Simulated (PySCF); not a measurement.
C₃Si, SMILES [C]1[c+]2[si-2][c+]21 (connectivity only; charge and spin as stated), neutral, multiplicity 1. Atoms are numbered in the order given.

```xyz
4

Si     0.0000     0.0000    -1.1790
C      0.0000    -0.7362     0.5065
C      0.0000     0.7362     0.5065
C      0.0000     0.0000     1.7381
```
Charge 0, spin multiplicity 1.

The structure is a stationary point at r2SCAN-D4/def2-TZVP.

Computed with PBE/pcSseg-2 (PySCF).

GIAO shieldings, no solvent; atoms alike by connectivity are averaged. δ = σ(ref) − σ: ²⁹Si against TMS (σ = 324.1 ppm); ¹³C against TMS (σ = 181.4 ppm), references at their B3LYP-D3(BJ)/def2-TZVP geometries, non-relativistic.

```json
[
 {"atoms": "Si1", "nucleus": "²⁹Si", "count": "1", "δ (ppm)": "96.2"},
 {"atoms": "C4", "nucleus": "¹³C", "count": "1", "δ (ppm)": "493.9"},
 {"atoms": "C2, C3", "nucleus": "¹³C", "count": "2", "δ (ppm)": "[?]"}
]
```

### Question
Some entries are withheld; supply them. (Estimate from the structure and the level; the computed values follow.)

### Answer

- C2, C3, δ (ppm): 314.6
